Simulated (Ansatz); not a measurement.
Consider the cleavage of the Si–Si bond: `CO[SiH](F)[SiH3]` + `[OH][Sn][OH]` → `[OH][Sn][O][SiH3]` + `CO[SiH2]F`.

Gas-phase electronic energies from Ansatz, PBE0-D4/def2-TZVP geometries. CCSD(T)/CBS is the MP2 limit (def2-TZVPP, def2-QZVPP) plus CCSD(T) − MP2 in def2-TZVPP, frozen cores. Functionals use def2-TZVPP. Elements past krypton have def2 core potentials. For Sn outer-core shells are correlated without core-valence functions, which leaves a few kJ/mol of doubt a bond. One conformer a species, not always the lowest.

```csv
level,ΔE (eV)
r2SCAN-D4,-1.10
PBE0-D4,-1.01
r2SCAN0-D4,-1.16
PBE,-0.90
BLYP,-1.09
r2SCAN,-1.10
HF/def2-SVP,-1.44
MP2/CBS(def2),-1.29
```

Task: What does CCSD(T)/CBS give? (Best estimate.)

Result: The calculation gave: -1.20 eV. The listed levels differ from it by 0.10, 0.19, 0.04, 0.30, 0.11, 0.10, -0.24, -0.09 eV.

Largest T1 diagnostic among the species: 0.018.

In def2-TZVPP, CCSD(T) changes the Hartree–Fock value by +0.25 eV (the triples alone add +0.03 eV) and MP2 by +0.16 eV. From PBE to PBE0 (25 % exact exchange), in def2-TZVPP and without D4, ΔE moves by −0.11 eV.
